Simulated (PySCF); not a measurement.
CH$_{3}$Si, doublet (typed; the unrestricted solution is spin-contaminated), geometry from GFN2-xTB, atoms displaced at random by about 0.03 Å a coordinate; PySCF with HF/STO-3G, gradient by finite differences.

PySCF was given this input:
```python
from pyscf import gto, scf

mol = gto.Mole()
mol.atom = '''
    C    -1.105249    0.383765    0.257970
    Si    0.559924   -0.234682   -0.119313
    H    -1.976585   -0.299779    0.265915
    H    -1.308828    1.404568   -0.061392
    H     1.697376    0.568600    0.251232
'''
mol.basis = 'sto-3g'
mol.charge = 0
mol.spin = 1
mol.verbose = 4
mol.build()

mf = scf.UHF(mol)
mf.conv_tol = 1e-11
mf.kernel()
scan, done = mf.as_scanner(), []
scan.scf_summary = {}
def energy(d):
    c = mol.atom_coords()
    c[3, 1] += d
    e = scan(mol.set_geom_(c, unit='Bohr', inplace=False))
    done.append(scan.converged)
    return e
h = 1e-5
fd = (energy(h) - energy(-h)) / (2 * h)
print('dE/dx =', fd)
```

**Question.** Write the output that PySCF gives for this input, abridged.

**Answer.** 
```
PySCF version 2.14.0

[INPUT] verbose = 4
[INPUT] num. atoms = 5
[INPUT] num. electrons = 23
[INPUT] charge = 0
[INPUT] spin (= nelec alpha-beta = 2S) = 1
[INPUT] symmetry False subgroup None
[INPUT] Mole.unit = angstrom
[INPUT] Symbol           X                Y                Z      unit          X                Y                Z       unit  Magmom
[...]
nuclear repulsion = 42.9927231482072
number of shells = 11
number of NR pGTOs = 51
number of NR cGTOs = 17
basis = sto-3g
ecp = {}

******** <class 'pyscf.scf.uhf.UHF'> ********
method = UHF
initial guess = minao
damping factor = 0
level_shift factor = 0
DIIS = <class 'pyscf.scf.diis.CDIIS'>
diis_start_cycle = 1
diis_space = 8
diis_damp = 0
SCF conv_tol = 1e-11
SCF conv_tol_grad = None
SCF max_cycles = 50
direct_scf = True
direct_scf_tol = 1e-13
number electrons alpha = 12  beta = 11
Set gradient conv threshold to 3.16228e-06
init E= -324.269785830959

cycle= 1 E= -324.551737820374  delta_E= -0.282  |g|= 0.154  |ddm|= 1.92
cycle= 2 E= -324.574664833712  delta_E= -0.0229  |g|= 0.0955  |ddm|= 0.397
cycle= 3 E= -324.585138570007  delta_E= -0.0105  |g|= 0.0483  |ddm|= 0.158
cycle= 4 E= -324.595853294447  delta_E= -0.0107  |g|= 0.0435  |ddm|= 0.202
cycle= 5 E= -324.607469925604  delta_E= -0.0116  |g|= 0.0331  |ddm|= 0.251
cycle= 6 E= -324.614710929391  delta_E= -0.00724  |g|= 0.0105  |ddm|= 0.297
cycle= 7 E= -324.614765074916  delta_E= -5.41e-05  |g|= 0.00997  |ddm|= 0.0479
cycle= 8 E= -324.61507268407  delta_E= -0.000308  |g|= 0.00807  |ddm|= 0.141
cycle= 9 E= -324.615295505743  delta_E= -0.000223  |g|= 0.00159  |ddm|= 0.0467
cycle= 10 E= -324.615298809937  delta_E= -3.3e-06  |g|= 0.0016  |ddm|= 0.0183
cycle= 11 E= -324.615310271184  delta_E= -1.15e-05  |g|= 0.00036  |ddm|= 0.0143
cycle= 12 E= -324.615310561729  delta_E= -2.91e-07  |g|= 0.000326  |ddm|= 0.00411
cycle= 13 E= -324.61531099082  delta_E= -4.29e-07  |g|= 8.96e-05  |ddm|= 0.00195
cycle= 14 E= -324.615311033788  delta_E= -4.3e-08  |g|= 2.96e-05  |ddm|= 0.000773
cycle= 15 E= -324.615311039587  delta_E= -5.8e-09  |g|= 1.07e-05  |ddm|= 0.000316
cycle= 16 E= -324.615311040098  delta_E= -5.11e-10  |g|= 4.19e-06  |ddm|= 8.43e-05
cycle= 17 E= -324.615311040175  delta_E= -7.69e-11  |g|= 1.04e-06  |ddm|= 3.78e-05
cycle= 18 E= -324.615311040177  delta_E= -2.5e-12  |g|= 5.55e-07  |ddm|= 6.01e-06
Extra cycle  E= -324.615311040178  delta_E= -8.53e-13  |g|= 3.57e-07  |ddm|= 1.4e-06
converged SCF energy = -324.615311040178  <S^2> = 1.2063818  2S+1 = 2.4136129
[...]
   4 H     -1.308828000000   1.404573291772  -0.061392000000 AA   -2.473326464162   2.654258843328  -0.116014066239 Bohr
   5 H      1.697376000000   0.568600000000   0.251232000000 AA    3.207575770410   1.074498274428   0.474759673727 Bohr

******** <class 'pyscf.scf.hf.UHF_Scanner'> ********
method = UHF_Scanner
initial guess = minao
damping factor = 0
level_shift factor = 0
DIIS = <class 'pyscf.scf.diis.CDIIS'>
diis_start_cycle = 1
diis_space = 8
diis_damp = 0
SCF conv_tol = 1e-11
SCF conv_tol_grad = None
SCF max_cycles = 50
direct_scf = True
direct_scf_tol = 1e-13
number electrons alpha = 12  beta = 11
Set gradient conv threshold to 3.16228e-06
init E= -324.615309283219
cycle= 1 E= -324.615311001526  delta_E= -1.72e-06  |g|= 6.42e-07  |ddm|= 2.62e-06
cycle= 2 E= -324.615311001527  delta_E= -1.14e-12  |g|= 2.24e-07  |ddm|= 1.34e-06
Extra cycle  E= -324.615311001527  delta_E= 3.41e-13  |g|= 1.18e-07  |ddm|= 5.48e-07
converged SCF energy = -324.615311001527  <S^2> = 1.2063809  2S+1 = 2.4136121

WARN: Mole.unit (angstrom) is changed to Bohr

New geometry
   1 C     -1.105249000000   0.383765000000   0.257970000000 AA   -2.088617909449   0.725210746194   0.487492648354 Bohr
   2 Si     0.559924000000  -0.234682000000  -0.119313000000 AA    1.058103010571  -0.443484706365  -0.225468893100 Bohr
   3 H     -1.976585000000  -0.299779000000   0.265915000000 AA   -3.735204311923  -0.566500207896   0.502506522414 Bohr
   4 H     -1.308828000000   1.404562708228  -0.061392000000 AA   -2.473326464162   2.654238843328  -0.116014066239 Bohr
   5 H      1.697376000000   0.568600000000   0.251232000000 AA    3.207575770410   1.074498274428   0.474759673727 Bohr

******** <class 'pyscf.scf.hf.UHF_Scanner'> ********
method = UHF_Scanner
initial guess = minao
damping factor = 0
level_shift factor = 0
DIIS = <class 'pyscf.scf.diis.CDIIS'>
diis_start_cycle = 1
diis_space = 8
diis_damp = 0
SCF conv_tol = 1e-11
SCF conv_tol_grad = None
SCF max_cycles = 50
direct_scf = True
direct_scf_tol = 1e-13
number electrons alpha = 12  beta = 11
Set gradient conv threshold to 3.16228e-06
init E= -324.615314515458
cycle= 1 E= -324.615311078787  delta_E= 3.44e-06  |g|= 1.22e-06  |ddm|= 4.99e-06
cycle= 2 E= -324.615311078789  delta_E= -1.99e-12  |g|= 3.67e-07  |ddm|= 2.44e-06
Extra cycle  E= -324.615311078789  delta_E= 5.68e-14  |g|= 1.25e-07  |ddm|= 6.56e-07
converged SCF energy = -324.615311078789  <S^2> = 1.2063804  2S+1 = 2.4136117
dE/dx = 0.0038630957988061705
```
